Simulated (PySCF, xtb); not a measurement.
CH₅NTe, SMILES C[Te]N.

The structure is a stationary point at B3LYP-D3(BJ)/def2-SVP. The def2 effective core potentials stand for the cores of Te; spin–orbit coupling is left out. One conformer was computed; it need not be the lowest.

Computed with IEF-PCM-PBE0/def2-SVP (PySCF 2.14.0).

The values are the electrostatic part of the solvation free energy, E(continuum) − E(gas) at the gas-phase geometry, in a cavity of scaled van der Waals radii (PySCF's table); cavitation and dispersion terms are not included. In vacuum the orbital gap is 5.29 eV. The dipole moment in vacuum is 2.11 D.

```json
[
 {"solvent": "water", "ε": "78.36", "ΔG(elec) (kcal/mol)": "-5.1", "dipole (D)": "2.83", "gap (eV)": "5.44"},
 {"solvent": "dimethylsulfoxide", "ε": "46.83", "ΔG(elec) (kcal/mol)": "-5.0", "dipole (D)": "2.82", "gap (eV)": "5.44"},
 {"solvent": "1-octanol", "ε": "9.86", "ΔG(elec) (kcal/mol)": "-4.4", "dipole (D)": "2.72", "gap (eV)": "5.42"}
]
```

For comparison, GFN2-xTB/ALPB(water) (xtb, at the GFN2-xTB geometry, all terms of that model) gives -3.6 kcal/mol.
